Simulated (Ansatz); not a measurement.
```yaml
crystal:
  periodic: [false, false, false]
  atoms:
    - {symbol: C, position_ang: [0.981870, 0.921404, -1.944595]}
    - {symbol: Si, position_ang: [-0.199851, -0.454484, -0.482486]}
    - {symbol: C, position_ang: [-0.269897, -2.653140, -1.231551]}
    - {symbol: C, position_ang: [-2.333452, 0.395539, -0.091594]}
    - {symbol: O, position_ang: [0.831471, -0.530010, 1.341134]}
    - {symbol: Sn, position_ang: [1.445754, 1.123284, 2.923221]}
    - {symbol: F, position_ang: [2.617796, 0.154639, 4.719334]}
    - {symbol: F, position_ang: [-0.425919, 2.246296, 3.825194]}
    - {symbol: F, position_ang: [2.834654, 2.790369, 1.990506]}
    - {symbol: H, position_ang: [0.353497, 0.991948, -3.156724]}
    - {symbol: H, position_ang: [1.090945, 2.196637, -1.463309]}
    - {symbol: H, position_ang: [2.245389, 0.446239, -2.154370]}
    - {symbol: H, position_ang: [-0.925510, -2.734120, -2.428296]}
    - {symbol: H, position_ang: [0.990033, -3.150399, -1.405365]}
    - {symbol: H, position_ang: [-0.921861, -3.453397, -0.337445]}
    - {symbol: H, position_ang: [-2.288135, 1.661269, 0.423837]}
    - {symbol: H, position_ang: [-3.021502, -0.388564, 0.790465]}
    - {symbol: H, position_ang: [1.031870, 0.971404, -1.644595]}
basis:
  gaussian: {orbitals: ANO-RCC-VTZP}
magnetization: {spin_polarized: true, initial_magnetization: 0}
hamiltonian: {xc: {name: CAM-B3LYP}}
output: {forces: true}
```

```sh
$ ansatz run in.yaml --threads 4 --pin off --events-out ev --progress --plain --max-ram 46080MiB --backend cuda --devices 0, --max-vram 37GiB
```

Output, abridged:

```
Functional definition: CAM-B3LYP
3151 factors; their error is unknown
809 factors; integrals over basis functions are off by at most 2.9e-5 eV
mean field evaluation 1: about -189293.1199 eV, gradient 1.1e2 eV
mean field evaluation 2: about -188278.5282 eV, gradient 3.5e2 eV
mean field evaluation 4: about -189318.4041 eV, gradient 6.4e1 eV
mean field evaluation 8: about -189338.2208 eV, gradient 5.3e0 eV
mean field evaluation 16: about -189338.5100 eV, gradient 3.2e-1 eV
mean field evaluation 32: about -189338.5103 eV, gradient 7.3e-4 eV
mean field evaluation 64: about -189339.8167 eV, gradient 1.3e-2 eV
a density is far from that of the atoms, so the factors are made again for it
2755 factors; integrals over basis functions are off by at most 1.1e-3 eV
809 factors; integrals over basis functions are off by at most 2.9e-5 eV
mean field evaluation 96: about -189339.8177 eV, gradient 1.9e-3 eV
mean field -189339.81768602 eV, -6958.1099608235 hartree, gradient 1.8e-5 eV, S^2 1.027192; 0 other end points of the search recorded, 0 dependent functions left out
reference -189339.81794771 eV, -6958.1099704404 hartree; 63, 63 occupied and 375, 375 virtual orbitals, 2755 factors
Total energy: -189339.81794771 eV, -6958.1099704404 hartree
Relativity: scalar
Atom 0 at     0.981870     0.921404    -1.944595 Å, force   -89.696713   -90.636159  -583.654386 eV/Å
Atom 1 at    -0.199851    -0.454484    -0.482486 Å, force    -0.333170    -2.197373     4.163372 eV/Å
Atom 2 at    -0.269897    -2.653140    -1.231551 Å, force     0.160959    -1.825115    -1.151022 eV/Å
Atom 3 at    -2.333452     0.395539    -0.091594 Å, force     1.034058     0.894978     4.183435 eV/Å
Atom 4 at     0.831471    -0.530010     1.341134 Å, force    -2.031493     1.560639    -4.034893 eV/Å
Atom 5 at     1.445754     1.123284     2.923221 Å, force     0.442879     0.996928     1.320140 eV/Å
Atom 6 at     2.617796     0.154639     4.719334 Å, force    -1.402616     1.070851    -2.196681 eV/Å
Atom 7 at    -0.425919     2.246296     3.825194 Å, force     2.086078    -1.349660    -1.226293 eV/Å
Atom 8 at     2.834654     2.790369     1.990506 Å, force    -1.683169    -1.962911     0.788163 eV/Å
Atom 9 at     0.353497     0.991948    -3.156724 Å, force     1.967915    -0.413840     5.415659 eV/Å
Atom 10 at     1.090945     2.196637    -1.463309 Å, force     0.033495    -3.154937    -2.794970 eV/Å
Atom 11 at     2.245389     0.446239    -2.154370 Å, force    -4.672525     1.906579     0.344752 eV/Å
Atom 12 at    -0.925510    -2.734120    -2.428296 Å, force     2.191667     0.390302     4.053121 eV/Å
Atom 13 at     0.990033    -3.150399    -1.405365 Å, force    -4.267256     1.833390     0.667305 eV/Å
Atom 14 at    -0.921861    -3.453397    -0.337445 Å, force     2.204792     3.016744    -2.859010 eV/Å
Atom 15 at    -2.288135     1.661269     0.423837 Å, force    -0.171258    -4.120451    -1.883097 eV/Å
Atom 16 at    -3.021502    -0.388564     0.790465 Å, force     2.353982     2.371657    -3.069389 eV/Å
Atom 17 at     1.031870     0.971404    -1.644595 Å, force    91.782374    91.618379   581.933794 eV/Å
Dipole moment:    -1.162367    -1.000876    -3.769664 e Å
```

**Question.** Something in this input is off. What?

**Answer.** One atom was put on top of another. Self-consistency was reached. The result belongs to that input, not to the molecule as meant.
